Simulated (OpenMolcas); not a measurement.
## OpenMolcas run: Tc IV

Input:

```
&GATEWAY
Coord
1

Tc 0.0 0.0 0.0
Basis=ANO-R2
Group=XYZ
NoMove
AngMom=0.0 0.0 0.0
AMFI
&SEWARD
* reference wave functions (RASSCF and RASSI steps not shown): 4 electrons in 5 orbitals (4d)
>>> COPY JOB001 $Project.JobIph
&CASPT2
Multistate=5 1 2 3 4 5
Frozen=8 6
IPEA=0.3
Sig2=0.2
MaxIter=60
WThr=0.0 0.3 0.05
PrWF=0.5
NoMix
>>> COPY JOB002 $Project.JobIph
&CASPT2
Multistate=45 1 2 3 4 5 6 7 8 9 10 11 12 13 14 15 16 17 18 19 20 21 22
23 24 25 26 27 28 29 30 31 32 33 34 35 36 37 38 39 40 41 42 43 44 45
Frozen=8 6
IPEA=0.3
Sig2=0.2
MaxIter=60
WThr=0.0 0.3 0.05
PrWF=0.5
NoMix
>>> COPY JOB003 $Project.JobIph
&CASPT2
Multistate=49 1 2 3 4 5 6 7 8 9 10 11 12 13 14 15 16 17 18 19 20 21 22
23 24 25 26 27 28 29 30 31 32 33 34 35 36 37 38 39 40 41 42 43 44 45 46
47 48 49
Frozen=8 6
IPEA=0.3
Sig2=0.2
MaxIter=60
WThr=0.0 0.3 0.05
PrWF=0.5
NoMix
```

Launched by
```bash
OMP_NUM_THREADS=1 MOLCAS_MEM=2252 MOLCAS_PROJECT=a pymolcas a.inp > a.log  # once for each step of the input, in one work folder
```

Output, cut to the results:

```
--- CASPT2 ---
Orbital specifications:
      -----------------------

      Symmetry species                           1   2
                                                ag  au
      Frozen orbitals                            8   6
      Inactive orbitals                          1   3
      Active orbitals                            5   0
      Secondary orbitals                        22  20
      Deleted orbitals                           0   0
      Number of basis functions                 36  29
Type of calculation                        MS-CASPT2
      Fock operator                              state-specific
      IPEA shift                                 0.30
      Real shift                                 0.00
      Imaginary shift                            0.00
      Sigma^2 regularizer                        0.20
      The input orbitals will be transformed to quasi-canonical
Reference energy:       -4281.3044771900
      E2 (Non-variational):      -0.3237057789
      Shift correction:           0.0000000149
      E2 (Variational):          -0.3237057641
      Total energy:           -4281.6281829540
      Residual norm:              0.0000001837
      Reference weight:           0.94542
      Contributions to the CASPT2 correlation energy
      Active & Virtual Only:         -0.0386005828
      One Inactive Excited:          -0.1592732077
      Two Inactive Excited:          -0.1258319884
Reference energy:       -4281.3044771900
      E2 (Non-variational):      -0.3236954218
      Shift correction:           0.0000000144
      E2 (Variational):          -0.3236954074
      Total energy:           -4281.6281725973
      Residual norm:              0.0000001797
      Reference weight:           0.94543
      Contributions to the CASPT2 correlation energy
      Active & Virtual Only:         -0.0386005719
      One Inactive Excited:          -0.1592625571
      Two Inactive Excited:          -0.1258322928
::    CASPT2 Root  1     Total energy:  -4281.62818295
::    CASPT2 Root  2     Total energy:  -4281.62817260
::    CASPT2 Root  3     Total energy:  -4281.62818433
::    CASPT2 Root  4     Total energy:  -4281.62818020
::    CASPT2 Root  5     Total energy:  -4281.62817988
::    MS-CASPT2 Root  1     Total energy:  -4281.62819301
::    MS-CASPT2 Root  2     Total energy:  -4281.62818952
::    MS-CASPT2 Root  3     Total energy:  -4281.62818415
::    MS-CASPT2 Root  4     Total energy:  -4281.62817677
::    MS-CASPT2 Root  5     Total energy:  -4281.62815652
--- CASPT2 ---
Orbital specifications:
      -----------------------

      Symmetry species                           1   2
                                                ag  au
      Frozen orbitals                            8   6
      Inactive orbitals                          1   3
      Active orbitals                            5   0
      Secondary orbitals                        22  20
      Deleted orbitals                           0   0
      Number of basis functions                 36  29
Type of calculation                        MS-CASPT2
      Fock operator                              state-specific
      IPEA shift                                 0.30
      Real shift                                 0.00
      Imaginary shift                            0.00
      Sigma^2 regularizer                        0.20
      The input orbitals will be transformed to quasi-canonical
Reference energy:       -4281.2246485350
      E2 (Non-variational):      -0.3324970988
      Shift correction:          -0.0000003148
      E2 (Variational):          -0.3324974135
      Total energy:           -4281.5571459486
      Residual norm:              0.0000002863
      Reference weight:           0.94281
      Contributions to the CASPT2 correlation energy
      Active & Virtual Only:         -0.0416134705
      One Inactive Excited:          -0.1689777960
      Two Inactive Excited:          -0.1219058322
Reference energy:       -4281.2246485350
      E2 (Non-variational):      -0.3324172577
      Shift correction:          -0.0000003189
      E2 (Variational):          -0.3324175766
      Total energy:           -4281.5570661116
      Residual norm:              0.0000002631
      Reference weight:           0.94287
      Contributions to the CASPT2 correlation energy
      Active & Virtual Only:         -0.0416157196
      One Inactive Excited:          -0.1689464275
      Two Inactive Excited:          -0.1218551105
::    CASPT2 Root  1     Total energy:  -4281.55714595
::    CASPT2 Root  2     Total energy:  -4281.55706611
::    CASPT2 Root  3     Total energy:  -4281.55750624
::    CASPT2 Root  4     Total energy:  -4281.55729744
::    CASPT2 Root  5     Total energy:  -4281.55714880
::    CASPT2 Root  6     Total energy:  -4281.55722744
::    CASPT2 Root  7     Total energy:  -4281.55715723
::    CASPT2 Root  8     Total energy:  -4281.55717222
::    CASPT2 Root  9     Total energy:  -4281.55717133
::    CASPT2 Root 10     Total energy:  -4281.55720444
::    CASPT2 Root 11     Total energy:  -4281.55723071
::    CASPT2 Root 12     Total energy:  -4281.55458563
::    CASPT2 Root 13     Total energy:  -4281.55456165
::    CASPT2 Root 14     Total energy:  -4281.55455712
::    CASPT2 Root 15     Total energy:  -4281.55029283
::    CASPT2 Root 16     Total energy:  -4281.55072626
::    CASPT2 Root 17     Total energy:  -4281.55008452
::    CASPT2 Root 18     Total energy:  -4281.55042743
::    CASPT2 Root 19     Total energy:  -4281.55059658
::    CASPT2 Root 20     Total energy:  -4281.55059059
::    CASPT2 Root 21     Total energy:  -4281.55027500
::    CASPT2 Root 22     Total energy:  -4281.54296421
::    CASPT2 Root 23     Total energy:  -4281.54326171
::    CASPT2 Root 24     Total energy:  -4281.54300423
::    CASPT2 Root 25     Total energy:  -4281.54301679
::    CASPT2 Root 26     Total energy:  -4281.54308382
::    CASPT2 Root 27     Total energy:  -4281.54304339
...
```

Levels above the lowest, from the spin-orbit matrix with the single-state CASPT2 energies, averaged by term, on its diagonal:

| Configuration | Term | J | E (cm-1) | g | Term weight % | Second |
| --- | --- | --- | --- | --- | --- | --- |
| 4d4 | 5D | 0 | 0.0 |  | 98 | 2 3P(1) |
| 4d4 | 5D | 1 | 345 | 1.501 | 99 |  |
| 4d4 | 5D | 2 | 942 | 1.500 | 99 |  |
| 4d4 | 5D | 3 | 1707 | 1.499 | 99 |  |
| 4d4 | 5D | 4 | 2590 | 1.498 | 99 |  |
| 4d4 | 3P(1) | 0 | 14880 |  | 94 | 4 1S |
| 4d4 | 3H | 4 | 16150 | 0.846 | 84 | 8 3G |
| 4d4 | 3P(1) | 1 | 16680 | 1.490 | 98 |  |
| 4d4 | 3H | 5 | 16970 | 1.046 | 93 | 7 3G |
| 4d4 | 3H | 6 | 17700 | 1.163 | 97 | 3 1I |
| 4d4 | 3F(1) | 3 | 18080 | 0.977 | 67 | 32 3G |
| 4d4 | 3F(1) | 2 | 18260 | 0.675 | 98 |  |
| 4d4 | 3F(1) | 4 | 18590 | 1.170 | 72 | 15 3G |
| 4d4 | 3P(1) | 2 | 19230 | 1.487 | 96 | 4 3D |
| 4d4 | 3G | 3 | 20450 | 0.860 | 67 | 33 3F(1) |
| 4d4 | 3G | 4 | 20910 | 1.078 | 75 | 17 3F(1) |
| 4d4 | 3G | 5 | 21430 | 1.188 | 93 | 7 3H |
| 4d4 | 3D | 3 | 24570 | 1.328 | 98 |  |
| 4d4 | 3D | 2 | 24810 | 1.165 | 90 | 5 1D(1) |
| 4d4 | 3D | 1 | 25200 | 0.512 | 99 |  |
| 4d4 | 1I | 6 | 25290 | 1.004 | 97 | 3 3H |
| 4d4 | 1G(1) | 4 | 26630 | 1.010 | 89 | 6 3F(1) |
| 4d4 | 1S | 0 | 29060 |  | 95 | 4 3P(1) |
| 4d4 | 1D(1) | 2 | 30720 | 1.010 | 91 | 5 3D |

Term energies are means over components that CASPT2 splits; among the terms shown or strongly mixed into the levels shown the widest spread is 400 cm-1 (4d4 1G(1)). Terms from blocks run as CI alone lack orbitals of their own. Only configurations of the active space appear. The first state left out of the spin-orbit step lies near 92000 cm-1 above the lowest spin-free state of the reference (among the parities and spins computed), and the list stops at four fifths of that energy or lower. The table shows the lowest 24 of 33 levels.

The term weight is that of the spin-free term in the level, not the purity of its configuration. A number in round brackets counts repeated terms of one configuration in the order of the reference energies.
